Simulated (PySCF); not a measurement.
Electron correlation in O²⁺ (oxygen, charge +2)

[He] 2s1 2p2 3d1, one real determinant (an excited configuration). Computed with PySCF 2.14 in aug-cc-pVTZ (5s4p3d2f, 46 functions), with no relativity, point nucleus. Frozen: 1s2; 4 electrons correlated.

```
  level  correlation energy (mhartree)
   CCSD                         -31.08
    (T)                          -2.92
CCSD(T)                         -34.00
```

Diagnostics: T1 = 0.011, D1 = 0.0294, largest double amplitude 0.299.

The real determinant used has ⟨L²⟩ near 8 against 12 for a pure F term, so it mixes terms. The outer electron is Rydberg-like, and this basis confines it to a smaller radius and binds it less than a complete one would. A double-excitation amplitude exceeds 0.15, a sign of near-degeneracy.

Cost of the coupled-cluster step: of the order of 0.9 core-seconds, for 4 correlated electrons.

Iterations:

```
CC2 = 0
CCSD nocc = (np.int64(4), np.int64(0)), nmo = (45, 45)
frozen orbitals [[0], [0]]
max_cycle = 100
direct = 0
conv_tol = 1e-08
conv_tol_normt = 1e-06
diis_space = 8
diis_start_cycle = 0
Init t2, MP2 energy = -0.0200630428859653
Init E_corr(UCCSD) = -0.0200630428819649
cycle = 1  E_corr(UCCSD) = -0.0241591014044227  dE = -0.00409605852  norm(t1,t2) = 0.0288827
cycle = 2  E_corr(UCCSD) = -0.0253016253055644  dE = -0.0011425239  norm(t1,t2) = 0.722095
cycle = 3  E_corr(UCCSD) = -0.0253519617989332  dE = -5.03364934e-05  norm(t1,t2) = 28.6661
cycle = 4  E_corr(UCCSD) = -0.0264940586486813  dE = -0.00114209685  norm(t1,t2) = 0.0203121
cycle = 5  E_corr(UCCSD) = -0.0267606382662284  dE = -0.000266579618  norm(t1,t2) = 0.0153826
cycle = 6  E_corr(UCCSD) = -0.0282458243834696  dE = -0.00148518612  norm(t1,t2) = 0.0237771
cycle = 7  E_corr(UCCSD) = -0.0307993651042514  dE = -0.00255354072  norm(t1,t2) = 0.0433072
cycle = 8  E_corr(UCCSD) = -0.0309043205482464  dE = -0.000104955444  norm(t1,t2) = 0.0129921
cycle = 9  E_corr(UCCSD) = -0.0311484267570547  dE = -0.000244106209  norm(t1,t2) = 0.00092543
cycle = 10  E_corr(UCCSD) = -0.0310426146712062  dE = 0.000105812086  norm(t1,t2) = 0.00204752
cycle = 11  E_corr(UCCSD) = -0.0310704956225932  dE = -2.78809514e-05  norm(t1,t2) = 0.000848288
cycle = 12  E_corr(UCCSD) = -0.0310792369687905  dE = -8.7413462e-06  norm(t1,t2) = 0.000171703
cycle = 13  E_corr(UCCSD) = -0.031078094586632  dE = 1.14238216e-06  norm(t1,t2) = 4.0852e-05
cycle = 14  E_corr(UCCSD) = -0.0310780159877028  dE = 7.85989292e-08  norm(t1,t2) = 7.32522e-06
cycle = 15  E_corr(UCCSD) = -0.0310780212817869  dE = -5.29408412e-09  norm(t1,t2) = 1.84424e-07
UCCSD converged
E(UCCSD) = -71.37019166782164  E_corr = -0.03107802128178693
UCCSD(T) correction = -0.00292063843848574
```

The reference is one real determinant that mixes LS terms of this configuration.
